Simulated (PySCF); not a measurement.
C₆H₁₂O (SMILES CC(=O)CC(C)C), singlet, geometry from GFN2-xTB. Base run: PySCF with B3LYP/3-21G.

The PySCF input:
```python
from pyscf import gto, scf, dft

mol = gto.Mole()
mol.atom = '''
    C    -2.113925   -1.456669    0.269347
    C    -1.125030   -0.300832    0.390015
    C    -1.705211    0.969445   -0.226354
    C     0.201297   -0.658378   -0.287527
    C     1.322639    0.299411    0.056256
    C     2.450170    0.314380   -0.947842
    O     1.328456    0.982740    1.047690
    H    -1.722123   -2.354277    0.743026
    H    -3.055297   -1.201083    0.749617
    H    -2.313941   -1.678770   -0.777421
    H    -0.921202   -0.111472    1.448519
    H    -1.911510    0.821399   -1.285317
    H    -2.634170    1.241470    0.268818
    H    -1.006954    1.795644   -0.118525
    H     0.077780   -0.707540   -1.371116
    H     0.528940   -1.646690    0.050451
    H     3.314985    0.828619   -0.537256
    H     2.116685    0.844812   -1.838424
    H     2.719522   -0.698173   -1.237268
'''
mol.basis = '3-21g'
mol.charge = 0
mol.spin = 0
mol.verbose = 4
mol.build()

mf = dft.RKS(mol)
mf.xc = 'b3lyp'
mf.kernel()
```

Variants of this job, named by their change:

| change | basis functions | E (Eh) | HOMO (eV) | HOMO-LUMO gap (eV) | dipole (D) |
|---|---|---|---|---|---|
| base | 87 | -309.39872 | -6.42 | 6.40 | 2.37 |
| basis = cc-pVDZ-DK; relativity = spin-free X2C; nucleus = Gaussian (with mol.nucmod = 'G') | 158 | -311.24946 | -6.66 | 6.37 | 2.36 |
| basis = jorge-DZP-DKH; relativity = none | 165 | -311.11261 | -6.79 | 6.34 | 2.55 |
| basis = cc-pVDZ-DK; relativity = spin-free X2C | 158 | -311.24949 | -6.66 | 6.37 | 2.36 |
| basis = x2c-SVPall; relativity = none | 158 | -310.86997 | -6.77 | 6.39 | 2.47 |
| basis = x2c-SVPall; relativity = spin-free X2C | 158 | -311.00983 | -6.76 | 6.38 | 2.46 |
| basis = jorge-DZP-DKH; relativity = spin-free X2C | 165 | -311.25925 | -6.79 | 6.34 | 2.54 |
| basis = x2c-SVPall; relativity = spin-free X2C; nucleus = Gaussian (with mol.nucmod = 'G') | 158 | -311.00980 | -6.76 | 6.38 | 2.46 |
| basis = jorge-DZP-DKH; relativity = spin-free X2C; nucleus = Gaussian (with mol.nucmod = 'G') | 165 | -311.25922 | -6.79 | 6.34 | 2.54 |
| basis = cc-pVDZ-DK; relativity = none | 158 | -311.10022 | -6.67 | 6.38 | 2.37 |

Totals shift with the method and basis; they matter in differences.

Basis sets contracted for a relativistic Hamiltonian are a mismatch without it, so the rows without relativity aren't non-relativistic limits. No row has spin-orbit coupling; sets with core potentials leave out the core electrons.
